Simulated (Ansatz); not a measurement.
`[SiH3][GeH2][CH2]S` + H₂O → `[OH][GeH2][SiH3]` + CH₃SH at 298.15 K and 1 bar (formal hydrolysis of a Ge–C bond).

Gas-phase electronic energies from Ansatz, PBE0-D4/def2-TZVP geometries. CCSD(T)/CBS is the MP2 limit (def2-TZVPP, def2-QZVPP) plus CCSD(T) − MP2 in def2-TZVPP, frozen cores. This one scheme is used for every species. For Ge outer-core shells are correlated without core-valence functions, which leaves a few kJ/mol of doubt a bond. Scalar relativity is left out up to krypton. One conformer a species, not always the lowest.

```json
{"species": "`[SiH3][GeH2][CH2]S`", "CCSD(T)/CBS energy (Eh)": "-2805.82258", "H − E (kJ/mol)": "227.2", "S (J/(mol·K))": "381.4"}
{"species": "H₂O", "CCSD(T)/CBS energy (Eh)": "-76.37941", "H − E (kJ/mol)": "66.4", "S (J/(mol·K))": "188.7"}
{"species": "`[OH][GeH2][SiH3]`", "CCSD(T)/CBS energy (Eh)": "-2443.98216", "H − E (kJ/mol)": "161.4", "S (J/(mol·K))": "335.8"}
{"species": "CH₃SH", "CCSD(T)/CBS energy (Eh)": "-438.22835", "H − E (kJ/mol)": "133.0", "S (J/(mol·K))": "253.2"}
```

H − E and S are ideal-gas, rigid-rotor, harmonic terms from PBE0-D4/def2-TZVP, for one conformer and one mirror image of each species. 1 Eh = 2625.50 kJ/mol, R = 8.31446 J/(mol·K).

Q: By hand: ΔE, ΔH, ΔS and ΔG.

A: ΔE = (-2443.98216) + (-438.22835) − (-2805.82258) − (-76.37941) = -0.00852 Eh = -22.4 kJ/mol. Δ(H − E) = 161.4 + 133.0 − 227.2 − 66.4 = 0.8, so ΔH = -21.6 kJ/mol. ΔS = 335.8 + 253.2 − 381.4 − 188.7 = 18.9 J/(mol·K). ΔG = -21.6 − 298.15 × (18.9)/1000 = -27.2 kJ/mol.

Q: By hand: the equilibrium constant, and the temperature at which ΔG would vanish if ΔH and ΔS stayed fixed.

A: log₁₀ K = −ΔG/(RT ln 10) = 4.8. ΔH and −TΔS have one sign here, so there is no such temperature.

ΔH outweighs TΔS. A doubt of 5 kJ/mol in ΔE shifts log₁₀ K by 0.9 here. Other conformers and mirror images would add mixing entropy, several J/(mol·K) or more a flexible species. Modes under 60 cm⁻¹, often nearly free rotors, make the harmonic entropy too high. These are equilibria of isolated gas molecules and say nothing of rates. Largest T1 diagnostic: 0.012 (customary marks: 0.02 for closed shells, 0.045 for open ones).
